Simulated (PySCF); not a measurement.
Dipole response of Co²⁺ (cobalt, charge +2)

[Ar] 3d6 4s1, high-spin 6D determinant (an excited configuration). All numbers are calculated (PySCF 2.14, scalar relativity by spin-free X2C-1e, in aug-cc-pVTZ-DK (8s7p5d3f2g, 93 functions)). Coupled (time-dependent) response in atomic units; α is the mean over directions.

| method | mean α (bohr³) | α xx, yy, zz | C₆ (like pair) | S(−4) |
| --- | --- | --- | --- | --- |
| r2SCANh | 14.76 | 14.46, 14.46, 15.37 | 55.77 | 177.7 |

S(−4) is the Cauchy moment in α(ω) = α(0) + S(−4) ω² + …

α(iu) at r2SCANh:

```tsv
u (hartree)	α(iu) (bohr³)
0	14.76
0.0500	14.34
0.100	13.20
0.200	10.19
0.300	7.625
0.500	4.667
0.750	3.043
1.00	2.252
1.50	1.480
2.00	1.089
3.00	0.6817
5.00	0.3469
```

A single London oscillator, α(iu) = α/(1 + u²/ω²), gives C₆ = (3/4) ω α². Matching the computed C₆ needs ω = 4 × 55.77 / (3 × 14.76²) = 0.341 hartree.

For an ion, C₆ is the dispersion term alone; charge-induced terms of lower order in 1/R come first.

The components differ because the open shell of this determinant is not spherical; for a pure term their mean is the scalar polarisability.
